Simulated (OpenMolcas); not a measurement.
Values are calculated unless marked as measured or tabulated.
# Nb3+: input and output

Nb3+ with its 6 nearest fluoride ions at 2.03 Å, on the Y site of Cs2NaYF6 (a = 9.075 Å, distance in the model lattice 2.178 Å). The rest of the host is ab initio model potentials to 7.6 Å, with orthogonalisation functions on the cations behind the ligands, and point charges beyond; the distance is set by hand and nothing relaxes. Ligand basis ANO-RCC-VDZP.

Input, with the lattice sites abridged:

```
&GATEWAY
Basis set
Nb.ANO-RCC-VTZP.
Nb1 0.0 0.0 0.0 Angstrom
End of basis
Basis set
F.ANO-RCC-VDZP.
L1 2.030000 0.000000 0.000000 Angstrom
L2 0.000000 2.030000 0.000000 Angstrom
L3 0.000000 0.000000 2.030000 Angstrom
End of basis
Basis set
Na.EMB-AIMP.Ruiperez.7s4p.1s1p.ECP.Cs2NaYF6.
PseudoCharge
* 3 symmetry-unique lattice sites within 7.6 angstrom
End of basis
Basis set
Cs.EMB-AIMP.Ruiperez.0s.0s.ECP.Cs2NaYF6.
PseudoCharge
* 16 symmetry-unique lattice sites within 7.6 angstrom
End of basis
Basis set
F.EMB-AIMP.Ruiperez.0s.0s.ECP.Cs2NaYF6.
PseudoCharge
* 27 symmetry-unique lattice sites within 7.6 angstrom
End of basis
Basis set
Y.EMB-AIMP.Ruiperez.0s.0s.ECP.Cs2NaYF6.
PseudoCharge
* 6 symmetry-unique lattice sites within 7.6 angstrom
End of basis
Symmetry
XYZ
AngMom=0.0 0.0 0.0
AMFI
RICD
XField
1537 Angstrom 0
* Evjen-weighted lattice charges
&SEWARD
&RASSCF
FileOrb=start.orb
Symmetry=1
Spin=3
nActEl=2 0 0
Inactive=24 24
Ras2=5 0
CIRoot=10 10 1
SDav=10
CIMx=300
Iter=150 100
PrWF=0.3
OrbListing=Nothing
MaxOrb=0
LevShft=1.0
>>> COPY $Project.JobIph JOB001
&RASSCF
FileOrb=start.orb
Symmetry=1
Spin=1
nActEl=2 0 0
Inactive=24 24
Ras2=5 0
CIRoot=15 15 1
SDav=15
CIMx=300
Iter=150 100
PrWF=0.3
OrbListing=Nothing
MaxOrb=0
LevShft=1.0
>>> COPY $Project.JobIph JOB002
&RASSI
NrOfJobIphs=2 10 15
1 2 3 4 5 6 7 8 9 10
1 2 3 4 5 6 7 8 9 10 11 12 13 14 15
IphNames
JOB001
JOB002
EJob
SpinOrbit
DIPRint=1.0
SOCoupling=1000.0
Subsets=2
Property=9
'ANGMOM' 1 'ANGMOM' 2 'ANGMOM' 3 'MLTPL  1' 1 'MLTPL  1' 2 'MLTPL  1' 3
'AMFI' 1 'AMFI' 2 'AMFI' 3
SOProperty=3
'ANGMOM' 1 'ANGMOM' 2 'ANGMOM' 3
```

Launched by
```bash
OMP_NUM_THREADS=1 MOLCAS_MEM=2457 MOLCAS_PROJECT=a pymolcas a.inp > a.log  # once for each step of the input, in one work folder
```

A driver script runs the steps one by one and writes start.orb anew before each from the orbitals found so far.

Output, cut to the results:

```
--- SEWARD ---
Basis set label: NB.ANO-RCC...7S6P4D2F1G.

      Electronic valence basis set:
      ------------------
      Associated Effective Charge  41.000000 au
      Associated Actual Charge     41.000000 au
      Nuclear Model: Point charge

      Shell  nPrim  nBasis  Cartesian Spherical Contaminant
         s      21       7        X
         p      18       6        X
         d      13       4                 X
         f       6       2                 X
         g       4       1                 X
                  Relativistic Douglas-Kroll-Hess integrals:
                    - DKH order of Hamiltonian: 2
                    - DKH order of Properties : 0
                  Atomic mean-field integrals
--- RASSCF ---
Wave function specifications:
      -----------------------------

      Number of closed shell electrons          96
      Number of electrons in active shells       2
      Max number of holes in RAS1 space          0
      Max nr of electrons in RAS3 space          0
      Number of inactive orbitals               48
      Number of active orbitals                  5
      Number of secondary orbitals             123
      Spin quantum number                      1.0
      State symmetry                             1
Orbital specifications:
      -----------------------

      Symmetry species                           1   2
                                                ag  au
      Frozen orbitals                            0   0
      Inactive orbitals                         24  24
      Active orbitals                            5   0
      RAS1 orbitals                              0   0
      RAS2 orbitals                              5   0
      RAS3 orbitals                              0   0
      Secondary orbitals                        61  62
      Deleted orbitals                           0   0
      Number of basis functions                 90  86
      Number of CSFs                            10
      Number of root(s) required                10
      Iter CI   SX   CI       RASSCF       Energy    max ROT     max BLB   max BLB  Level Ln srch  Step   QN
          iter iter root      energy       change     param      element    value   shift minimum  type update
 Nr of preliminary CI iterations:   1
      Total energies have been shifted. Add                -4000.00 au
        1   1   11    0  -414.38875563    0.00E+00  -1.00E-01*  13  54 1 -3.34E-01*  0.65   0.00    SX    NO
        2   1   11    0  -415.27672531   -8.88E-01* -5.17E-02   24  27 1  1.27E-01*  0.71   0.00    SX    NO
        3   1   10    0  -415.35571137   -7.90E-02* -2.06E-02   24  27 1  5.36E-02*  0.76   0.00    SX    NO
        4   1   10    0  -415.36839351   -1.27E-02* -1.05E-02   24  27 1  2.76E-02*  0.77   0.00    SX    NO
        5   1    9    0  -415.37131357   -2.92E-03* -9.93E-03   24  27 1  1.39E-02*  0.78   2.00    LS   YES
        6   1    9    0  -415.37229169   -9.78E-04*  2.93E-03   23  27 2  2.18E-03*  0.78   1.06    QN   YES
        7   1    8    0  -415.37238368   -9.20E-05*  1.44E-03   11  52 1 -1.10E-03*  0.78   1.49    LS   YES
        8   1    8    0  -415.37239495   -1.13E-05* -6.87E-04    7  42 2 -1.40E-03*  0.78   1.01    QN   YES
        9   1    7    0  -415.37240306   -8.11E-06* -2.75E-04   12  51 1  1.97E-04*  0.78   1.14    QN   YES
       10   1    7    0  -415.37240366   -6.05E-07* -1.11E-04   19  26 1 -7.88E-05   0.78   1.40    LS   YES
       11   1    7    0  -415.37240370   -4.15E-08*  4.64E-05    9  44 2  9.56E-05   0.78   0.87    QN   YES
       12   1    6    0  -415.37240377   -6.72E-08*  2.61E-05    9  44 2  3.22E-05   0.78   1.56    LS   YES
       13   1    6    0  -415.37240378   -9.93E-09  -3.26E-05   21  70 1 -2.56E-05   0.78   1.01    QN   YES
      Convergence after 13 iterations
       14   1    6    0  -415.37240378   -5.92E-09  -3.26E-05    7  45 2  1.05E-05   0.78   1.01    QN   YES
      Natural orbitals and occupation numbers for root  1
      sym 1:  -0.000000   0.986914   0.986914   0.013086   0.013086
      Natural orbitals and occupation numbers for root  2
      sym 1:   0.986916   0.986916   0.013084   0.013084  -0.000000
      Natural orbitals and occupation numbers for root  3
      sym 1:  -0.000000   0.013169   0.986831   0.986831   0.013169
::    RASSCF root number  1 Total energy:  -4415.48538182
::    RASSCF root number  2 Total energy:  -4415.48538182
::    RASSCF root number  3 Total energy:  -4415.48538182
...
--- RASSI ---
SPIN-FREE ENERGIES:
  (Shifted by EMIN (a.u.) =      -4415.4853818189)

 SF State       Relative EMIN(au)   Rel lowest level(eV)    D:o, cm**(-1)

     1             0.0000000000        0.0000000000              0.0000
     2             0.0000000000        0.0000000000              0.0000
     3             0.0000000000        0.0000000000              0.0000
    11             0.0447023228        1.2164121712           9811.0258
    12             0.0447023228        1.2164121712           9811.0258
    13             0.0454653241        1.2371744962           9978.4853
    14             0.0454653241        1.2371744962           9978.4853
    15             0.0454653241        1.2371744962           9978.4853
    16             0.1028781108        2.7994560105          22579.1355
     4             0.1252349433        3.4078164123          27485.8930
     5             0.1252349433        3.4078164123          27485.8930
     6             0.1252349433        3.4078164123          27485.8930
     7             0.1652160984        4.4957590687          36260.7423
     8             0.1652160984        4.4957590687          36260.7423
     9             0.1652160984        4.4957590687          36260.7423
    17             0.1766409828        4.8066460089          38768.2146
    18             0.1766409828        4.8066460089          38768.2146
    19             0.1766409836        4.8066460326          38768.2148
    20             0.1866926049        5.0801645802          40974.2906
    21             0.1866926049        5.0801645802          40974.2906
    22             0.1866926049        5.0801645802          40974.2906
    10             0.2584272154        7.0321627738          56718.2178
    23             0.3097328813        8.4282610667          67978.5099
    24             0.3097328819        8.4282610831          67978.5101
    25             0.3672964960        9.9946468182          80612.2631
...
```

Spin-orbit levels above the lowest (labels of O, the rotations of Oh):

```tsv
E (cm-1)	Degeneracy	Label	2S+1
0.0	2	E	3
19.1	3	T2	3
750.1	3	T1	3
1090	1	A1	3
10225	2	E	1
10369	3	T2	1
22977	1	A1	1
27610	1	A2	3
27766	3	T2	3
28042	3	T1	3
28052	2	E	3
36273	1	A1	3
36467	3	T1	3
36830	3	T2	3
36908	2	E	3
39244	3	T2	1
41408	3	T1	1
57177	3	T2	3
68421	2	E	1
81057	1	A1	1
```

An orbital triplet at a regular site is open to Jahn-Teller coupling, which can distort the site and quench the lowest spin-orbit gaps and is left out. Without dynamic correlation the repulsion within the d shell is too large (B by tens of per cent), so at a given field states of lower spin stand too high. The least metal-like active orbital is 83 % on the metal (Löwdin) and no ligand orbital is active, so the numbers are rough. With metal d orbitals alone the field can be off either way by tens of per cent. Ligand-to-metal charge-transfer states are missing. With no ligand orbital active B as a rule stays too high, so bands that hang on it stand too high and its fall with covalency is understated. The distance lies 2 % under the 2.082 Å that this model takes as the normal distance (a Shannon-type radius plus a fixed donor radius, weighted with the host); by an R⁻⁵ law this alone changes a d-shell field by about +13 %. No measured value stands beside these numbers; the geometry was set by hand and not optimised.

The RASSCF and RASSI steps took 26 s on 1 thread of Arm Neoverse V2 (shared host); the integral step is not counted.
